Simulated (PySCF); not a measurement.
Species: C5H6ClFO2.
Geometry (GFN2-xTB, Å), atoms numbered from 1 in this order:
```xyz
15
C5H6ClFO2 angstrom
O      2.708    0.204   -0.122
C      1.593   -0.201   -0.333
O      1.357   -1.466   -0.717
C      0.358    0.607   -0.217
C      0.513    1.882    0.159
Cl    -0.756    2.989    0.354
C     -0.963   -0.047   -0.492
C     -1.380   -0.961    0.661
F     -1.577   -0.230    1.805
H      2.197   -1.948   -0.784
H      1.498    2.278    0.361
H     -1.725    0.721   -0.630
H     -0.895   -0.657   -1.392
H     -0.606   -1.700    0.885
H     -2.328   -1.461    0.439
```

The calculation used TDDFT PBE0/def2-SVPD, vertical, gas phase, core orbitals frozen in the response (PySCF).

Transition dipole moments from the ground state, in atomic units and in the frame of the coordinates above (overall signs are arbitrary), for the states with f of 0.002 or more among the lowest 6:

```json
{"state": "S2", "E (eV)": "5.445", "μx": "0.637", "μy": "-1.400", "μz": "-0.262"}
{"state": "S3", "E (eV)": "6.034", "μx": "-0.051", "μy": "0.121", "μz": "0.017"}
{"state": "S4", "E (eV)": "6.828", "μx": "-0.142", "μy": "-0.151", "μz": "-0.077"}
{"state": "S5", "E (eV)": "6.899", "μx": "-0.064", "μy": "-0.015", "μz": "-0.095"}
{"state": "S6", "E (eV)": "7.021", "μx": "-0.396", "μy": "-0.232", "μz": "-0.001"}
```

(1) Work out the oscillator strengths.

(2) Which bond between heavy atoms lies closest to the direction of the S2 transition dipole?

(3) What angle do the transition dipoles of S2 and S6 make?

(4) What peak molar absorption coefficient would the strongest computed level give as a lone Gaussian band 0.4 eV wide at half height?

Answers

(1) f = (2/3) ΔE |μ|² with ΔE in hartree (27.2114 eV).

```
state  |μ|² (au)  |μ| (D)      f
   S2      2.434     3.97  0.325
   S3      0.017     0.34  0.003
   S4      0.049     0.56  0.008
   S5      0.013     0.29  0.002
   S6      0.211     1.17  0.036
```

(2) C5–Cl6, at 24° from it; next C4–C5 at 31°.

(3) |cos θ| = |μa·μb| / (|μa| |μb|) = 0.10, so θ ≈ 84° (taken between 0 and 90°, since the signs are arbitrary).

(4) ε(max) = 2.175×10⁸ f / FWHM, with the width in cm⁻¹. S2: 2.175×10⁸ × 0.3247 / 3226 ≈ 22000 L mol⁻¹ cm⁻¹.

One conformer stands for the species.
